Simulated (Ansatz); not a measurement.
Reaction (redistribution): `[OH][Al]([OH])[F]` + `[Se]=CBr` → `[OH][Al]([F])[Br]` + `OC=[Se]`

Calculated with Ansatz (gas phase, PBE0-D4/def2-TZVP geometries, no zero-point term in ΔE). CCSD(T)/CBS is the MP2 limit (def2-TZVPP, def2-QZVPP) plus CCSD(T) − MP2 in def2-TZVPP, frozen cores. Functionals use def2-TZVPP. For Br, Se outer-core shells are correlated without core-valence functions, which leaves a few kJ/mol of doubt a bond. Scalar relativity is left out up to krypton. One conformer a species, not always the lowest.

| level | ΔE (kcal/mol) |
| --- | --- |
| PBE | -10.3 |
| r2SCANh | -11.2 |

Question: What does CCSD(T)/CBS give? (Best estimate.)

Answer: The calculation gave: -8.1 kcal/mol. The listed levels differ from it by -2.2, -3.1 kcal/mol.

Largest T1 diagnostic among the species: 0.017.

In def2-TZVPP, CCSD(T) changes the Hartree–Fock value by +7.3 kcal/mol (the triples alone add +0.7 kcal/mol) and MP2 by +9.3 kcal/mol. Leaving LDA and LC-ωPBE aside and taking each functional with its dispersion term where it has one, the values, not all of them listed here, spread over 4.6 kcal/mol, from r2SCAN0-D4 to BLYP-D4. LDA lies −1.3 kcal/mol from PBE without D4.
